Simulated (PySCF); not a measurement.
# One molecule, several mistakes: H3NOSi2

Calculated results; nothing here was measured. They come from PySCF 2.14.0, an open-source quantum chemistry program, on an isolated molecule that a program drew, which may never have been made. The molecule is H3NOSi2 (charge 0, singlet), drawn as the SMILES string `O[Si]N=[SiH2]`.

Each row is a Hartree-Fock (HF) and frozen-core CCSD(T) single point in the cc-pV(D+d)Z basis, meant for a local HF minimum. Run 1 is clean. Each other run has one planted mistake out of seven kinds, and not every kind appears here: one electron removed, one electron added, multiplicity raised by two, geometry at a saddle point, minimal basis STO-3G, one bond length entered in bohr, all coordinates scaled. The reference is restricted for singlets and unrestricted otherwise, and also for a bond in bohr. Adding or removing an electron swaps singlet and doublet. Electrons count all cores. HOMO and LUMO are orbital energies over both spins, the gradient is its largest component, and the lowest frequency (negative if imaginary) is given only where the gradient is small. Bond lengths are over the 6 bonds as drawn. T1 is the CCSD diagnostic: over 0.02 (restricted) or 0.045 (unrestricted) a single reference is doubtful.

Geometry of the clean run:
```xyz
7
H3NOSi2, angstrom
O     1.0077    2.8815    0.8640
Si    1.5652    1.8708   -0.3305
N     0.1814    0.9716   -0.7373
Si   -0.9102    0.0108   -1.3069
H     0.0962    2.8142    1.1154
H    -1.7891    0.3363   -2.4418
H    -1.2014   -1.3261   -0.7643
```

```
run,electrons,basis functions,<S^2>,HOMO (eV),LUMO (eV),gradient (hartree/bohr),lowest frequency (cm^-1),mean bond (Å),longest bond (Å),T1,HF (hartree),CCSD(T) (hartree),mistake
1,46,89,0.000,-8.50,1.31,1.3e-05,99,1.4690,1.700,0.0202,-708.94833,-709.52477,no fault
2,46,89,0.000,-8.74,1.19,3.6e-02,-,1.5219,1.761,0.0219,-708.93813,-709.52434,all coordinates scaled
3,46,89,2.048,-6.63,-0.65,1.2e-01,-,1.4690,1.700,0.0633,-708.85210,-709.40146,multiplicity raised by two
4,46,89,0.000,-8.16,1.03,4.6e-05,-181,1.4706,1.703,0.0197,-708.93881,-709.51329,?
5,46,31,0.000,-5.44,7.29,4.8e-02,-,1.4690,1.700,0.0227,-700.45919,-700.69299,?
```

**Which mistake was planted in run 4, and what did it cost?**

The gradient is small, so the point is stationary, but the lowest frequency is imaginary (-181 cm^-1). So the mistake is: geometry at a saddle point. Subtracting run 1 and multiplying by 627.51 kcal/mol a hartree, the energy moved by 6.0 kcal/mol in HF and 7.2 kcal/mol in CCSD(T).

**Which mistake was planted in run 5, and what did it cost?**

It has 31 basis functions where the clean run has 89, with the same electrons and geometry. So the mistake is: minimal basis STO-3G. Subtracting run 1 and multiplying by 627.51 kcal/mol a hartree, the energy moved by 5327.0 kcal/mol in HF and 5542.0 kcal/mol in CCSD(T).

Cautions from the logs. Run 1: T1 is over the limit, so its CCSD(T) energy is less reliable; run 2: T1 is over the limit, so its CCSD(T) energy is less reliable; run 3: T1 is over the limit, so its CCSD(T) energy is less reliable; run 5: T1 is over the limit, so its CCSD(T) energy is less reliable.
